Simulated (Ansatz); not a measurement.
Ansatz (an electronic-structure program) input (HF/3-21G): The .json file is the Basis Set Exchange's 3-21G.

Ansatz 0.2 input:
```yaml
crystal:
  periodic: [false, false, false]
  atoms:
    - {symbol: F, position_ang: [-2.09679321, -0.98980833, 0.53731208]}
    - {symbol: C, position_ang: [-0.89611010, -0.35782339, 0.20833847]}
    - {symbol: C, position_ang: [-0.87009639, 0.93057451, -0.21513879]}
    - {symbol: S, position_ang: [1.03379666, 1.16940760, -0.48747507]}
    - {symbol: C, position_ang: [1.41779723, -0.52634244, 0.02720374]}
    - {symbol: C, position_ang: [0.29307624, -1.16479824, 0.35053756]}
    - {symbol: H, position_ang: [2.41374784, -0.91008975, 0.05088972]}
    - {symbol: H, position_ang: [0.24864272, -2.18181955, 0.68725670]}
basis:
  gaussian:
    orbitals: 3-21G.json
hamiltonian:
  xc: {name: HF}
total_charge: -1
phonons: {temperatures: {t_min: 298.15, t_max: 298.15, t_step: 100}}
```

Output:

```
Functional definition: HF
integrals: 0.02 GiB planned
856 factors; integrals over basis functions are off by at most 5.9e-4 eV
mean field: 0.17 GiB planned
mean field evaluation 1: about -17579.5289 eV, gradient 2.9e1 eV
mean field evaluation 2: about -17579.9258 eV, gradient 2.9e1 eV
mean field evaluation 4: about -17582.7334 eV, gradient 3.5e0 eV
mean field evaluation 8: about -17582.8110 eV, gradient 1.8e-1 eV
mean field -17582.81132563 eV, -646.1563981593 hartree, gradient 4.6e-5 eV, S^2 0.000000; 0 other end points of the search recorded, 0 dependent functions left out
the calculation of the forces begins
reference -17582.81132563 eV, -646.1563981593 hartree; 26, 26 occupied and 36, 36 virtual orbitals, 856 factors
these checks for a lower state are left out or cut short: stability, starts, cluster_reference, orbital_swaps, neighbouring_geometries, increment
integrals: 0.02 GiB planned
856 factors; integrals over basis functions are off by at most 5.9e-4 eV
mean field: 0.17 GiB planned
mean field evaluation 16: about -17582.8070 eV, gradient 1.2e0 eV
mean field -17582.81128408 eV, -646.1563966323 hartree, gradient 3.7e-6 eV, S^2 0.000000; 0 other end points of the search recorded, 0 dependent functions left out
the calculation of the forces begins
reference -17582.81128408 eV, -646.1563966323 hartree; 26, 26 occupied and 36, 36 virtual orbitals, 856 factors
these checks for a lower state are left out or cut short: stability, starts, cluster_reference, orbital_swaps, neighbouring_geometries, increment
integrals: 0.02 GiB planned
856 factors; integrals over basis functions are off by at most 5.9e-4 eV
mean field: 0.17 GiB planned
mean field evaluation 32: about -17582.8113 eV, gradient 3.7e-6 eV
mean field -17582.81127881 eV, -646.1563964389 hartree, gradient 3.7e-6 eV, S^2 0.000000; 0 other end points of the search recorded, 0 dependent functions left out
the calculation of the forces begins
reference -17582.81127881 eV, -646.1563964389 hartree; 26, 26 occupied and 36, 36 virtual orbitals, 856 factors
these checks for a lower state are left out or cut short: stability, starts, cluster_reference, orbital_swaps, neighbouring_geometries, increment
integrals: 0.02 GiB planned
856 factors; integrals over basis functions are off by at most 5.9e-4 eV
mean field: 0.17 GiB planned
mean field -17582.81127529 eV, -646.1563963093 hartree, gradient 3.7e-6 eV, S^2 0.000000; 0 other end points of the search recorded, 0 dependent functions left out
the calculation of the forces begins
reference -17582.81127529 eV, -646.1563963093 hartree; 26, 26 occupied and 36, 36 virtual orbitals, 856 factors
these checks for a lower state are left out or cut short: stability, starts, cluster_reference, orbital_swaps, neighbouring_geometries, increment
integrals: 0.02 GiB planned
856 factors; integrals over basis functions are off by at most 5.9e-4 eV
mean field: 0.17 GiB planned
mean field -17582.81127178 eV, -646.1563961805 hartree, gradient 3.7e-6 eV, S^2 0.000000; 0 other end points of the search recorded, 0 dependent functions left out
the calculation of the forces begins
reference -17582.81127178 eV, -646.1563961805 hartree; 26, 26 occupied and 36, 36 virtual orbitals, 856 factors
these checks for a lower state are left out or cut short: stability, starts, cluster_reference, orbital_swaps, neighbouring_geometries, increment
integrals: 0.02 GiB planned
856 factors; integrals over basis functions are off by at most 5.9e-4 eV
mean field: 0.17 GiB planned
mean field -17582.81109360 eV, -646.1563896324 hartree, gradient 3.7e-6 eV, S^2 0.000000; 0 other end points of the search recorded, 0 dependent functions left out
the calculation of the forces begins
reference -17582.81109360 eV, -646.1563896324 hartree; 26, 26 occupied and 36, 36 virtual orbitals, 856 factors
these checks for a lower state are left out or cut short: stability, starts, cluster_reference, orbital_swaps, neighbouring_geometries, increment
integrals: 0.02 GiB planned
856 factors; integrals over basis functions are off by at most 5.9e-4 eV
mean field: 0.17 GiB planned
mean field evaluation 64: about -17582.8069 eV, gradient 1.2e0 eV
mean field -17582.81110342 eV, -646.1563899932 hartree, gradient 3.7e-6 eV, S^2 0.000000; 0 other end points of the search recorded, 0 dependent functions left out
the calculation of the forces begins
reference -17582.81110342 eV, -646.1563899932 hartree; 26, 26 occupied and 36, 36 virtual orbitals, 856 factors
these checks for a lower state are left out or cut short: stability, starts, cluster_reference, orbital_swaps, neighbouring_geometries, increment
integrals: 0.02 GiB planned
856 factors; integrals over basis functions are off by at most 5.9e-4 eV
mean field: 0.17 GiB planned
[...]
the calculation of the forces begins
reference -17582.81116591 eV, -646.1563922899 hartree; 26, 26 occupied and 36, 36 virtual orbitals, 856 factors
these checks for a lower state are left out or cut short: stability, starts, cluster_reference, orbital_swaps, neighbouring_geometries, increment
integrals: 0.02 GiB planned
856 factors; integrals over basis functions are off by at most 5.9e-4 eV
mean field: 0.17 GiB planned
mean field -17582.81106519 eV, -646.1563885884 hartree, gradient 3.7e-6 eV, S^2 0.000000; 0 other end points of the search recorded, 0 dependent functions left out
the calculation of the forces begins
reference -17582.81106519 eV, -646.1563885884 hartree; 26, 26 occupied and 36, 36 virtual orbitals, 856 factors
these checks for a lower state are left out or cut short: stability, starts, cluster_reference, orbital_swaps, neighbouring_geometries, increment
integrals: 0.02 GiB planned
856 factors; integrals over basis functions are off by at most 5.9e-4 eV
mean field: 0.17 GiB planned
mean field -17582.81106292 eV, -646.1563885047 hartree, gradient 3.7e-6 eV, S^2 0.000000; 0 other end points of the search recorded, 0 dependent functions left out
the calculation of the forces begins
reference -17582.81106292 eV, -646.1563885047 hartree; 26, 26 occupied and 36, 36 virtual orbitals, 856 factors
these checks for a lower state are left out or cut short: stability, starts, cluster_reference, orbital_swaps, neighbouring_geometries, increment
integrals: 0.02 GiB planned
856 factors; integrals over basis functions are off by at most 5.9e-4 eV
mean field: 0.17 GiB planned
mean field evaluation 224: about -17582.3455 eV, gradient 1.3e0 eV
mean field -17582.81118628 eV, -646.1563930383 hartree, gradient 3.7e-6 eV, S^2 0.000000; 0 other end points of the search recorded, 0 dependent functions left out
the calculation of the forces begins
reference -17582.81118628 eV, -646.1563930383 hartree; 26, 26 occupied and 36, 36 virtual orbitals, 856 factors
these checks for a lower state are left out or cut short: stability, starts, cluster_reference, orbital_swaps, neighbouring_geometries, increment
integrals: 0.02 GiB planned
856 factors; integrals over basis functions are off by at most 5.9e-4 eV
mean field: 0.17 GiB planned
mean field -17582.81118796 eV, -646.1563931002 hartree, gradient 3.7e-6 eV, S^2 0.000000; 0 other end points of the search recorded, 0 dependent functions left out
the calculation of the forces begins
reference -17582.81118796 eV, -646.1563931002 hartree; 26, 26 occupied and 36, 36 virtual orbitals, 856 factors
these checks for a lower state are left out or cut short: stability, starts, cluster_reference, orbital_swaps, neighbouring_geometries, increment
integrals: 0.02 GiB planned
856 factors; integrals over basis functions are off by at most 5.9e-4 eV
mean field: 0.17 GiB planned
mean field -17582.81129597 eV, -646.1563970695 hartree, gradient 3.7e-6 eV, S^2 0.000000; 0 other end points of the search recorded, 0 dependent functions left out
the calculation of the forces begins
reference -17582.81129597 eV, -646.1563970695 hartree; 26, 26 occupied and 36, 36 virtual orbitals, 856 factors
these checks for a lower state are left out or cut short: stability, starts, cluster_reference, orbital_swaps, neighbouring_geometries, increment
integrals: 0.02 GiB planned
856 factors; integrals over basis functions are off by at most 5.9e-4 eV
mean field: 0.17 GiB planned
mean field evaluation 256: about -17582.8113 eV, gradient 1.1e-2 eV
mean field -17582.81129705 eV, -646.1563971090 hartree, gradient 3.7e-6 eV, S^2 0.000000; 0 other end points of the search recorded, 0 dependent functions left out
the calculation of the forces begins
reference -17582.81129705 eV, -646.1563971090 hartree; 26, 26 occupied and 36, 36 virtual orbitals, 856 factors
these checks for a lower state are left out or cut short: stability, starts, cluster_reference, orbital_swaps, neighbouring_geometries, increment
integrals: 0.02 GiB planned
856 factors; integrals over basis functions are off by at most 5.8e-4 eV
mean field: 0.17 GiB planned
mean field -17582.81126531 eV, -646.1563959425 hartree, gradient 3.7e-6 eV, S^2 0.000000; 0 other end points of the search recorded, 0 dependent functions left out
the calculation of the forces begins
reference -17582.81126531 eV, -646.1563959425 hartree; 26, 26 occupied and 36, 36 virtual orbitals, 856 factors
these checks for a lower state are left out or cut short: stability, starts, cluster_reference, orbital_swaps, neighbouring_geometries, increment
integrals: 0.02 GiB planned
856 factors; integrals over basis functions are off by at most 5.9e-4 eV
mean field: 0.17 GiB planned
mean field -17582.81126574 eV, -646.1563959583 hartree, gradient 3.7e-6 eV, S^2 0.000000; 0 other end points of the search recorded, 0 dependent functions left out
the calculation of the forces begins
reference -17582.81126574 eV, -646.1563959583 hartree; 26, 26 occupied and 36, 36 virtual orbitals, 856 factors
these checks for a lower state are left out or cut short: stability, starts, cluster_reference, orbital_swaps, neighbouring_geometries, increment
integrals: 0.02 GiB planned
856 factors; integrals over basis functions are off by at most 5.9e-4 eV
mean field: 0.17 GiB planned
mean field evaluation 288: about -17582.8112 eV, gradient 3.7e-6 eV
mean field -17582.81120404 eV, -646.1563936911 hartree, gradient 3.7e-6 eV, S^2 0.000000; 0 other end points of the search recorded, 0 dependent functions left out
the calculation of the forces begins
reference -17582.81120404 eV, -646.1563936911 hartree; 26, 26 occupied and 36, 36 virtual orbitals, 856 factors
these checks for a lower state are left out or cut short: stability, starts, cluster_reference, orbital_swaps, neighbouring_geometries, increment
integrals: 0.02 GiB planned
856 factors; integrals over basis functions are off by at most 5.9e-4 eV
mean field: 0.17 GiB planned
mean field -17582.81120598 eV, -646.1563937622 hartree, gradient 3.7e-6 eV, S^2 0.000000; 0 other end points of the search recorded, 0 dependent functions left out
the calculation of the forces begins
reference -17582.81120598 eV, -646.1563937622 hartree; 26, 26 occupied and 36, 36 virtual orbitals, 856 factors
these checks for a lower state are left out or cut short: stability, starts, cluster_reference, orbital_swaps, neighbouring_geometries, increment
integrals: 0.02 GiB planned
856 factors; integrals over basis functions are off by at most 5.9e-4 eV
mean field: 0.17 GiB planned
mean field -17582.81131169 eV, -646.1563976471 hartree, gradient 3.7e-6 eV, S^2 0.000000; 0 other end points of the search recorded, 0 dependent functions left out
the calculation of the forces begins
reference -17582.81131169 eV, -646.1563976471 hartree; 26, 26 occupied and 36, 36 virtual orbitals, 856 factors
these checks for a lower state are left out or cut short: stability, starts, cluster_reference, orbital_swaps, neighbouring_geometries, increment
integrals: 0.02 GiB planned
856 factors; integrals over basis functions are off by at most 5.9e-4 eV
mean field: 0.17 GiB planned
mean field -17582.81131153 eV, -646.1563976411 hartree, gradient 3.7e-6 eV, S^2 0.000000; 0 other end points of the search recorded, 0 dependent functions left out
the calculation of the forces begins
reference -17582.81131153 eV, -646.1563976411 hartree; 26, 26 occupied and 36, 36 virtual orbitals, 856 factors
Total energy: -17582.81132563 eV, -646.1563981593 hartree
Atom 0 at    -2.096793    -0.989808     0.537312 Å, force     0.001065     0.001017    -0.000441 eV/Å
Atom 1 at    -0.896110    -0.357823     0.208338 Å, force     0.000112    -0.001628     0.000520 eV/Å
Atom 2 at    -0.870096     0.930575    -0.215139 Å, force    -0.000496     0.000398    -0.000079 eV/Å
Atom 3 at     1.033797     1.169408    -0.487475 Å, force    -0.000120     0.000168    -0.000043 eV/Å
Atom 4 at     1.417797    -0.526342     0.027204 Å, force     0.000014     0.000142    -0.000048 eV/Å
Atom 5 at     0.293076    -1.164798     0.350538 Å, force    -0.000446     0.000258    -0.000039 eV/Å
Atom 6 at     2.413748    -0.910090     0.050890 Å, force    -0.000172    -0.000212     0.000087 eV/Å
Atom 7 at     0.248643    -2.181820     0.687257 Å, force     0.000043    -0.000143     0.000042 eV/Å
Dipole moment:     0.623220    -0.732566     0.175663 e Å
Vibrations: 295.13 371.98 467.34 472.97 633.69 663.47 693.15 792.99 839.51 977.05 1087.87 1199.65 1290.60 1465.74 1559.22 1719.09 3356.22 3420.71 cm⁻¹, zero-point energy 1.320827 eV
```

The blocks after the first are displaced geometries, from whose forces the wavenumbers follow.

The dipole moment of an ion depends on the origin.
